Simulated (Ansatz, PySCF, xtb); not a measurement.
Dimer: N2 (SMILES N#N) (first 2 atoms) with AsH3 (SMILES [AsH3]); geometry from B3LYP-D3(BJ)/def2-TZVP, rigid monomers moved along the line of their centres of mass till N2···As3 is 4.04 Å.
(charge 0, multiplicity 1):
```xyz
6

N      0.24158    -0.23290    -1.00821
N      0.46010    -0.69625    -0.04515
As    -0.46349     0.15087     3.79733
H      1.02130    -0.18613     3.86816
H     -0.84672    -1.31736     3.65335
H     -0.60824     0.10156     5.31531
```

Counterpoise-corrected where a basis set is named; no monomer relaxation. Rows marked so take none.

Cores are frozen in the correlated methods. Filled d and f shells under p-block atoms count as core. CBS: X⁻³ extrapolation of the correlation energy, Hartree–Fock from the larger set. Rows in 6-31G*, STO-3G carry no dispersion term and start afresh at each structure (6-31G* with six Cartesian d functions); the Pople sets are all-electron and without relativity.

Run with Ansatz (a program for electronic structure); PySCF for 6-31G* rows, STO-3G rows; xtb for the GFN methods. Values without a source in brackets are computed.

| level | interaction energy (meV) |
|---|---|
| GFN1-xTB | -42.7 |
| HF/STO-3G (no counterpoise) | -8.0 |
| B3LYP/6-31G* (no counterpoise) | -14.3 |
| B3LYP/def2-TZVPPD | 3.0 |
| wB97X-V/def2-TZVPPD | -20.1 |
| MP2/aug-cc-pVDZ | -20.7 |
| SCS-MP2/aug-cc-pVTZ | [?] |
| CCSD/aug-cc-pVDZ | -14.6 |
| CCSD(T)/CBS(aug-cc-pVDZ, aug-cc-pVTZ) | -19.7 |

What belongs in the gaps?


- SCS-MP2/aug-cc-pVTZ, interaction energy (meV): -17.1
